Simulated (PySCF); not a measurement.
2-ethylpyrazine, C₆H₈N₂.
SMILES with atom numbers: `[CH3:1][CH2:2][c:3]1[cH:4][n:5][cH:6][cH:7][n:8]1` (hydrogens: H9, H10, H11 on C1; H12, H13 on C2; H14 on C4; H15 on C6; H16 on C7)

Cartesian coordinates in Å at the PBE0-D3(BJ)/def2-SVP level; atoms count from 1:
```xyz
16
C6H8N2 angstrom
C     -2.2866    0.4209   -0.6366
C     -1.4413   -0.7816   -0.2350
C     -0.0192   -0.4082    0.0680
C      0.5675   -0.6470    1.3196
N      1.8221   -0.3108    1.5957
C      2.5124    0.2723    0.6218
C      1.9396    0.5170   -0.6276
N      0.6856    0.1806   -0.9014
H     -1.8385    0.9232   -1.5061
H     -3.3108    0.1166   -0.8977
H     -2.3479    1.1547    0.1821
H     -1.4289   -1.5127   -1.0613
H     -1.8782   -1.2944    0.6360
H     -0.0109   -1.1284    2.1170
H      3.5493    0.5571    0.8320
H      2.5190    0.9980   -1.4241
```

Computed, not measured: TDDFT CAM-B3LYP/def2-SVPD, vertical, gas phase, core orbitals frozen in the response in PySCF 2.14.0, density-fitted response routines.

Kohn–Sham orbitals with the atoms that hold most of them (Löwdin shares over 4%, at most four atoms; ? is withheld):

```json
{"orbital": "HOMO-3", "ε (eV)": "-10.71", "atoms": "N8 30%, N5 24%, C7 12%, C4 9%"}
{"orbital": "HOMO-2", "ε (eV)": "-10.39", "atoms": "N8 39%, N5 38%, C6 5%, C7 5%"}
{"orbital": "HOMO-1", "ε (eV)": "-8.93", "atoms": "?"}
{"orbital": "HOMO", "ε (eV)": "?", "atoms": "?"}
{"orbital": "LUMO", "ε (eV)": "-0.39", "atoms": "N5 24%, N8 23%, C7 12%, C4 11%"}
{"orbital": "LUMO+1", "ε (eV)": "0.40", "atoms": "C7 18%, C6 18%, C3 18%, C4 17%"}
{"orbital": "LUMO+2", "ε (eV)": "1.38", "atoms": "C4 13%, C1 12%, C7 11%, C2 10%"}
```

Task: Which atoms hold the HOMO-1, and with what shares?

Result: C6 (bonded to C, N and H) 20%; C4 (bonded to C, N and H) 19%; C3 (bonded to 2 C and N) 18%; C7 (bonded to C, N and H) 17%.

Task: Which atoms hold the HOMO, and with what shares?

Result: N5 (bonded to 2 C) 28%; N8 (bonded to 2 C) 27%; C4 (bonded to C, N and H) 9%; C6 (bonded to C, N and H) 8%. By element: nitrogen 55%, carbon 17% or more.

Task: What is the HOMO energy, and the HOMO–LUMO gap?

Result: ε(HOMO) = -8.62 eV; the gap is 8.24 eV (0.3027 hartree).

Task: How does S1 compare with the orbital gap of 8.24 eV?

Result: S1 is at 4.14 eV (f = 0.0054), 4.09 eV below the gap, made of HOMO→LUMO (98%). Without the coupling terms of the response equations the lowest excitation would equal the gap.

Task: One configuration dominates each of S1, S2, S3, S4, S5 and S6. Which, and how do the shares of the two leading atoms of either orbital change from the occupied to the empty one?

Result: 
- S1 (4.14 eV, f 0.0054), HOMO→LUMO (98%): N5 28% → 24%, N8 27% → 23%
- S2 (4.98 eV, f 0.0001), HOMO→LUMO+1 (98%): N5 28% → at most 17%, N8 27% → at most 17%, C7 at most 9% → 18%, C6 8% → 18%
- S3 (5.31 eV, f 0.133), HOMO-1→LUMO (91%): C6 20% → at most 11%, C4 19% → 11%, N5 at most 17% → 24%, N8 at most 17% → 23%
- S4 (5.79 eV, f 0.0000), HOMO-2→LUMO (95%): N8 39% → 23%, N5 38% → 24%
- S5 (6.45 eV, f 0.139), HOMO-1→LUMO+1 (83%): C6 20% → 18%, C4 19% → 17%, C7 17% → 18%
- S6 (6.82 eV, f 0.0000), HOMO-2→LUMO+1 (98%): N8 39% → at most 17%, N5 38% → at most 17%, C7 5% → 18%, C6 5% → 18%

Time: 3.2 min. Hardware: one thread, Arm Neoverse V1, no GPU (shared host).

One conformer stands for the species.
